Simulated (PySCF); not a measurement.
Species: C2H10OSi2.
Bonds: C1–O2, O2–C3, C3–Si4, C3–Si5. Hydrogens: H6, H7, H8 on C1; H9 on C3; H10, H11, H12 on Si4; H13, H14, H15 on Si5.

Computed by this run: PBE0-D3(BJ)/def2-SVP geometry optimisation, gas phase (PySCF 2.14.0); density fitting, grid level 1; the optimiser is geomeTRIC in internal coordinates, started from a GFN2-xTB structure with every atom displaced at random (about 0.01 Å).

Step 0: E = -20018.6954 eV
```
atom  x, y, z in Å  |  force x, y, z in eV/Å
C1      1.8560   -0.1812   -1.0807   -0.958   1.956  -0.185
O2      0.6559    0.5232   -0.7670    0.421  -0.572   0.020
C3     -0.0665   -0.0079    0.3636    1.060   0.073  -0.150
Si4    -0.7352    1.5674    1.1766   -0.871  -0.968  -0.002
Si5    -1.2769   -1.3405   -0.2447    0.015   0.849   0.767
H6      2.2645    0.3562   -1.9521    0.163  -0.214   0.087
H7      2.5634   -0.1284   -0.2536    0.384  -0.059   0.385
H8      1.6594   -1.1988   -1.3466   -0.162  -1.209  -0.248
H9      0.6778   -0.4426    1.0866   -0.448   0.042  -0.160
H10    -1.6695    2.2147    0.2376   -0.178   0.239  -0.211
H11    -1.5001    1.1878    2.4058    0.008   0.074   0.074
H12     0.3504    2.4576    1.5165    0.734   0.542   0.209
H13    -0.5836   -2.4000   -0.9365    0.540  -0.735  -0.507
H14    -2.2233   -0.7065   -1.1633   -0.428   0.183  -0.330
H15    -1.9690   -1.9084    0.9273   -0.282  -0.201   0.250
```

Step 1: E = -20018.8410 eV
```
atom  x, y, z in Å  |  force x, y, z in eV/Å
C1      1.8951   -0.1852   -1.0819    0.031  -0.431   0.047
O2      0.7216    0.5218   -0.8266   -0.184  -0.039   0.218
C3     -0.0111    0.0379    0.2984   -0.021  -0.020   0.006
Si4    -0.7959    1.5332    1.1629    0.203   0.271   0.021
Si5    -1.2897   -1.2736   -0.2234    0.109  -0.175  -0.193
H6      2.3799    0.2672   -1.9517    0.054   0.126  -0.147
H7      2.6034   -0.1434   -0.2267   -0.092   0.004  -0.059
H8      1.7038   -1.2596   -1.3200    0.028   0.278   0.115
H9      0.6675   -0.4177    1.0518   -0.009   0.011  -0.038
H10    -1.7915    2.2070    0.2800   -0.014  -0.024  -0.036
H11    -1.4790    1.1074    2.4234   -0.008  -0.073  -0.023
H12     0.2920    2.5063    1.5025   -0.082  -0.034   0.008
H13    -0.5993   -2.3414   -1.0201   -0.085   0.034   0.041
H14    -2.3585   -0.6645   -1.0694    0.028   0.043  -0.002
H15    -1.9348   -1.9025    0.9701    0.042   0.029   0.043
```

Question: Estimate the geometry and energy of step 2. (The exact step hangs on the optimiser's Hessian estimate; all steps are aligned on step 1, rigid shifts and turns removed.)

Answer: E = -20018.8528 eV, largest force 0.109 eV/Å
```
atom  x, y, z in Å  |  force x, y, z in eV/Å
C1      1.8861   -0.1883   -1.0823    0.055  -0.070  -0.063
O2      0.7142    0.5172   -0.8114   -0.019   0.047   0.003
C3     -0.0106    0.0332    0.3106   -0.068  -0.026   0.034
Si4    -0.7867    1.5432    1.1636    0.037   0.050   0.003
Si5    -1.2796   -1.2812   -0.2301    0.003  -0.033  -0.015
H6      2.3567    0.2710   -1.9638   -0.011  -0.003   0.018
H7      2.5999   -0.1400   -0.2359   -0.002   0.009  -0.005
H8      1.6933   -1.2568   -1.3069   -0.002   0.045   0.022
H9      0.6673   -0.4234    1.0622    0.024   0.003   0.002
H10    -1.7748    2.2077    0.2637    0.008  -0.011  -0.012
H11    -1.4850    1.1007    2.4103   -0.016  -0.014  -0.002
H12     0.2885    2.5180    1.5201   -0.013  -0.016   0.003
H13    -0.6046   -2.3533   -1.0257   -0.014   0.008   0.008
H14    -2.3390   -0.6546   -1.0751    0.012   0.014  -0.005
H15    -1.9224   -1.9005    0.9700    0.006  -0.003   0.011
```

The energy changes by -0.0117 eV. The first-order estimate −F·Δx gives -0.0204 eV and the mean of the old and new forces, exact on a quadratic surface, -0.0116 eV. The step makes an angle of 67° with the force vector and moves no atom by more than 0.026 Å.

What follows is the cost of the whole optimisation. Time: 49 s; peak memory 0.51 GiB. Hardware: one thread of an Arm Neoverse V1, shared host with 32 logical CPUs at a one-minute load of 27.
